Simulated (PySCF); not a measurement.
Al(OH)2 (AlH₂O₂), SMILES [OH][Al+][OH], charge +1.

Coordinates come from a B3LYP-D3(BJ)/def2-TZVP optimisation. The spin state was assumed, not searched. The isomer is the one that the SMILES or the coordinates give; other isomers of the formula were not compared. Other conformers were not sampled.

Vertical ionisation energy (IE) and electron affinity (EA) in eV. Rows of orbital energies are one-electron estimates. Where ΔSCF, EOM or ADC give a negative EA the extra electron is unbound and the value depends on the basis.

| level | IE | EA |
|---|---|---|
| −ε(HOMO), −ε(LUMO), r2SCAN/def2-TZVPD (PySCF) | 14.60 | 8.72 |
| ADC(2)/aug-cc-pVDZ (PySCF) | ___ | ___ |

Task: Fill in the missing entries. (An estimate is asked for; the answer gives what the named calculation found.)

Result: 
- ADC(2)/aug-cc-pVDZ (PySCF), IE: 17.59
- ADC(2)/aug-cc-pVDZ (PySCF), EA: 5.99

Task: Beyond the first one, list the lowest photoelectron lines from ADC(2)/aug-cc-pVDZ (PySCF) with their pole strengths (two spins summed). (An estimate is asked for; the answer gives what the named calculation found.)

Result: 17.83 eV (1.74), 18.09 eV (1.75), 18.14 eV (1.75), 23.44 eV (1.76), 24.34 eV (1.76).
